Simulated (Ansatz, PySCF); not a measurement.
This PySCF input computes a r2SCAN/def2-TZVPD energy:

```python
from pyscf import gto, scf, dft

mol = gto.M(
    atom='''
    Si   -0.12661692   -0.06757862    0.58733853
    C    -1.98272388   -0.26407255    0.43543371
    Cl    0.79823499   -1.56723095   -0.50515882
    Cl    0.42025411    1.76942482   -0.20273051
    H    -2.29066394   -1.23324243    0.82868354
    H    -2.49006583    0.52699339    0.98822806
    H    -2.26460464   -0.20051089   -0.61813465
    ''',
    basis='def2-tzvpd',
    charge=0,
    spin=1,
    verbose=4,
)

mf = dft.UKS(mol, xc='r2scan').density_fit(auxbasis='def2-universal-jkfit')
mf.grids.level = 4
mf.conv_tol = 1e-9
mf.max_cycle = 100
mf.max_memory = 1500
mf.kernel()
if not mf.converged:
    mf = mf.newton()
    mf.kernel(mf.make_rdm1())
for _ in range(2):
    mo, _, stable, _ = mf.stability(return_status=True)
    if stable:
        break
    mf.kernel(mf.make_rdm1(mo, mf.mo_occ))
mf.analyze()
```

Q: Write an input for the same energy in Ansatz (a quantum-chemistry and plane-wave program) and say what it gives.

A: 
Ansatz 0.2 input:
```yaml
crystal:
  periodic: [false, false, false]
  atoms:
    - {symbol: Si, position_ang: [-0.12661692, -0.06757862, 0.58733853]}
    - {symbol: C, position_ang: [-1.98272388, -0.26407255, 0.43543371]}
    - {symbol: Cl, position_ang: [0.79823499, -1.56723095, -0.50515882]}
    - {symbol: Cl, position_ang: [0.42025411, 1.76942482, -0.20273051]}
    - {symbol: H, position_ang: [-2.29066394, -1.23324243, 0.82868354]}
    - {symbol: H, position_ang: [-2.49006583, 0.52699339, 0.98822806]}
    - {symbol: H, position_ang: [-2.26460464, -0.20051089, -0.61813465]}
basis:
  gaussian:
    orbitals: def2-TZVPD
hamiltonian:
  xc: {name: r2SCAN}
magnetization: {spin_polarized: true, initial_magnetization: 1}
output: {forces: true}
```
It gives -1249.82242 Eh, and PySCF -1249.82246 Eh, a difference of 0.04 mEh, from the treatment of integrals and grids.

It need not be the lowest isomer of its formula.
